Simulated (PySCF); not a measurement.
B₃H₃O₃, SMILES B1OBOBO1. The structure is a stationary point at PBE0-D3(BJ)/def2-SVP.

All values below come from PBE0-D3(BJ)/def2-SVP in PySCF 2.14.0.

Harmonic wavenumbers (cm⁻¹): 211, 211, 395, 538, 538, 819, 919, 919, 921, 1005, 1005, 1016, 1119, 1212, 1243, 1243, 1449, 1449, 2689, 2689, 2704. Rotational constants (GHz): 5.909, 5.909, 2.955; symmetry number 6.

### Question
Work out the zero-point energy and the ideal-gas rigid-rotor harmonic-oscillator thermochemistry at 298.15 K and 1 atm.

### Answer
ZPE = ½ Σ hcν = ½ × 24292 cm⁻¹ = 145.30 kJ/mol. H − E(el) = 161.01 kJ/mol. Entropy in J/(mol K): translation 163.92, rotation 91.99, vibration 30.26, total 286.17. G − E(el) = 75.68 kJ/mol. Cp = 81.82 J/(mol K).
